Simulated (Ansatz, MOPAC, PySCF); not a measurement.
Molecule: trichloro(silyl)silane, Si₂H₃Cl₃ (charge 0, singlet). SMILES: [SiH3][Si](Cl)(Cl)Cl
Geometry: optimised at B3LYP-D3(BJ)/def2-TZVP (Ansatz, a first-principles code).

Wanted: size of the dipole moment, in D. Set-up: LANL2DZ with its own core potentials from Na on; no spin-orbit coupling; dispersion terms only where a functional's name holds one; non-relativistic; six Cartesian d functions in 6-31G* and its kin unless marked 5d. First-principles rows: single points at B3LYP-D3(BJ) geometries (Ansatz). Semi-empirical rows: dipoles at the shared geometry.

```
level               program  size of the dipole moment (D)
------------------  -------  -----------------------------
AM1                   MOPAC                           1.76
PBE/def2-SVP         Ansatz                           1.44
BP86/6-31G* (5d)      PySCF                           1.96
B3LYP/3-21G          Ansatz                           2.95
B3LYP/LANL2DZ        Ansatz                           2.94
B3LYP/6-31G*         Ansatz                           2.06
B3LYP/def2-SVP       Ansatz                           1.54
B3LYP/cc-pVDZ        Ansatz                           1.78
M06-2X/6-31G* (5d)    PySCF                           2.27
```

No value to compare with is used here. The 9 habitual levels span 1.44 (PBE/def2-SVP) to 2.95 D (B3LYP/3-21G).

The levels are drawn from those run, B3LYP/6-31G* more often than the rest, none by its result; left out are runs that failed, that the program found above a lower state of the same kind, or whose <S^2> lies over 0.5 above the pure value.
